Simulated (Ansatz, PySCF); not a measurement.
C₅H₅F, SMILES C=C=CC(=C)F.

Coordinates come from a PBE-D3(BJ)/def2-SVP optimisation. This is a generated structure with no PubChem entry under its InChIKey; it may be hypothetical. One conformer was computed; it need not be the lowest.

Vertical ionisation energy (IE) and electron affinity (EA) in eV. Rows of orbital energies are one-electron estimates. Where ΔSCF, EOM or ADC give a negative EA the extra electron is unbound and the value depends on the basis.

| level | IE | EA |
|---|---|---|
| −ε(HOMO), −ε(LUMO), ωB97X/def2-TZVP (PySCF) | 9.03 | -1.07 |
| −ε(HOMO), −ε(LUMO), PBE/def2-TZVP (PySCF) | 5.78 | 1.92 |
| ΔSCF, PBE0/def2-SVPD (Ansatz), final states of multiplicity 2 and 2 | 8.77 | -0.71 |
| ΔSCF, PBE/def2-SVPD (Ansatz), final states of multiplicity 2 and 2 | 8.69 | -0.70 |

Question: What vertical singlet–triplet gap does ΔSCF give with PBE0/def2-SVPD (Ansatz, a first-principles code) and with PBE/def2-SVPD (Ansatz)? (An estimate is asked for; the answer gives what the named calculation found.)

Answer: 3.21 and 3.20 eV (triplet above singlet where positive).
